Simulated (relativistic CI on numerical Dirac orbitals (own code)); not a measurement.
# Forbidden lines of Au58+

Calculated at this level of theory: Dirac-Coulomb-Breit CI, orbitals from a KLI potential per configuration, a model potential for QED, unscaled Slater integrals (own radial code, finite nucleus).

CI space (outside the closed core [Ne]): 3s2 3p6 3d3, 3s2 3p5 3d4, 3s 3p6 3d4, 3s2 3p6 3d2 4s, 3s2 3p6 3d2 4p, 3s2 3p6 3d2 4d, 3s2 3p5 3d3 4s, 3s2 3p6 3d2 4f, 3s2 3p5 3d3 4p, 3s 3p6 3d3 4s, 3p6 3d4 4p, 3p6 3d5, 3p5 3d6, 3p5 3d5 4s, 3p6 3d4 4s, 3p5 3d4 4s2, 3s2 3p6 3d 4s2, 3s2 3p6 4s2 4p, 3s2 3p6 4s2 4d. Double excitations out of closed p, d and f shells are left out; levels of such configurations are missing from the list, as are those of other unlisted configurations, and high levels can miss mixing partners. These lack a partner that the ground configuration has and come out too high: 3s2 3p5 3d3 4p.

```
λ vac (Å)                      Lower                       Upper  Type   A (s⁻¹)  E lower (10³ cm⁻¹)  E upper (10³ cm⁻¹)
   26.763  3s2 3p5 3d4 4I°_15/2 [88]  3s2 3p5 3d4 2I°_13/2 [178]    M1  5.01e+08              4911.0              8647.4
   27.606  3s2 3p5 3d4 2I°_13/2 [98]  3s2 3p5 3d4 2I°_13/2 [178]    M1  2.64e+08              5025.0              8647.4
   92.665     3s2 3p6 3d3 4F_7/2 [8]     3s2 3p6 3d3 2D_5/2 [20]    M1  3.30e+06              1546.1              2625.2
   101.40    3s2 3p6 3d3 4P_3/2 [10]     3s2 3p6 3d3 2D_5/2 [20]    M1  6.39e+06              1639.0              2625.2
   105.27    3s2 3p6 3d3 4P_5/2 [13]     3s2 3p6 3d3 2D_5/2 [20]    M1  5.01e+06              1675.3              2625.2
   106.47     3s2 3p6 3d3 2H_9/2 [4]     3s2 3p6 3d3 2F_7/2 [14]    M1  1.62e+06               820.1              1759.3
   106.90     3s2 3p6 3d3 2G_7/2 [5]     3s2 3p6 3d3 2F_5/2 [15]    M1  2.68e+06               825.0              1760.4
   107.03     3s2 3p6 3d3 2G_7/2 [5]     3s2 3p6 3d3 2F_7/2 [14]    M1  1.89e+06               825.0              1759.3
   110.51     3s2 3p6 3d3 4F_5/2 [2]     3s2 3p6 3d3 4P_3/2 [10]    M1  4.78e+06               734.2              1639.0
   111.67     3s2 3p6 3d3 2D_5/2 [7]     3s2 3p6 3d3 2D_3/2 [16]    M1  5.86e+06              1057.1              1952.7
   112.03    3s2 3p6 3d3 4P_3/2 [10]     3s2 3p6 3d3 2P_3/2 [19]    M1  6.88e+06              1639.0              2531.6
   113.03     3s2 3p6 3d3 4P_3/2 [3]     3s2 3p6 3d3 4P_5/2 [13]    M1  6.20e+06               790.6              1675.3
   115.52    3s2 3p6 3d3 2P_1/2 [11]     3s2 3p6 3d3 2P_3/2 [19]    M1  4.58e+06              1666.0              2531.6
   115.63    3s2 3p6 3d3 2F_5/2 [15]     3s2 3p6 3d3 2D_5/2 [20]    M1  3.84e+06              1760.4              2625.2
   116.78    3s2 3p6 3d3 4P_5/2 [13]     3s2 3p6 3d3 2P_3/2 [19]    M1  6.30e+06              1675.3              2531.6
   116.84     3s2 3p6 3d3 4F_7/2 [8]     3s2 3p6 3d3 2G_9/2 [17]    M1  9.94e+06              1546.1              2402.0
   117.58     3s2 3p6 3d3 2H_9/2 [4]    3s2 3p6 3d3 2H_11/2 [12]    M1  3.54e+06               820.1              1670.6
   117.87     3s2 3p6 3d3 4P_3/2 [3]     3s2 3p6 3d3 4P_3/2 [10]    M1  1.08e+07               790.6              1639.0
   120.30  3s2 3p5 3d4 4I°_13/2 [42]   3s2 3p5 3d4 4I°_15/2 [88]    M1  3.67e+06              4079.7              4911.0
   121.07     3s2 3p6 3d3 4P_1/2 [6]     3s2 3p6 3d3 2P_1/2 [11]    M1  1.10e+07               840.0              1666.0
   122.79     3s2 3p6 3d3 4F_9/2 [9]     3s2 3p6 3d3 2G_9/2 [17]    M1  7.21e+06              1587.6              2402.0
   123.16     3s2 3p6 3d3 4F_5/2 [2]      3s2 3p6 3d3 4F_7/2 [8]    M1  1.24e+07               734.2              1546.1
   124.16  3s2 3p5 3d4 2K°_15/2 [45]   3s2 3p5 3d4 4I°_15/2 [88]    M1  3.92e+06              4105.5              4911.0
   126.49     3s2 3p6 3d3 4F_3/2 [1]      3s2 3p6 3d3 4P_3/2 [3]    M1  7.10e+06                 0.0               790.6
   130.29     3s2 3p6 3d3 2H_9/2 [4]      3s2 3p6 3d3 4F_9/2 [9]    M1  5.89e+06               820.1              1587.6
   131.13     3s2 3p6 3d3 2G_7/2 [5]      3s2 3p6 3d3 4F_9/2 [9]    M1  3.31e+06               825.0              1587.6
   136.21     3s2 3p6 3d3 4F_3/2 [1]      3s2 3p6 3d3 4F_5/2 [2]    M1  8.91e+06                 0.0               734.2
   138.68     3s2 3p6 3d3 2G_7/2 [5]      3s2 3p6 3d3 4F_7/2 [8]    M1  3.07e+06               825.0              1546.1
   142.19     3s2 3p6 3d3 2D_5/2 [7]     3s2 3p6 3d3 2F_5/2 [15]    M1  3.04e+06              1057.1              1760.4
   161.77     3s2 3p6 3d3 2D_5/2 [7]     3s2 3p6 3d3 4P_5/2 [13]    M1  1.84e+06              1057.1              1675.3
```

Terms are leading LS components. Brackets give the number of a level in order of energy, since labels repeat. The list gives strong lines, with weight on those to low levels, among the lowest 200 of 2434 levels, so that lines to higher ones, which can be the strongest, are missing. Levels whose partners in the same complex of configurations lie outside the list can be far off, and so can their lines. Rates are taken at the computed energies, electric ones in the length gauge.

At this charge energies of transitions that change n are usually good to better than 1 %, and those within a shell (Δn = 0) to a few per cent.

LS names give the leading component of a level, which can be under half, so a name can repeat, a term be missing and a line seem to break the LS rules.
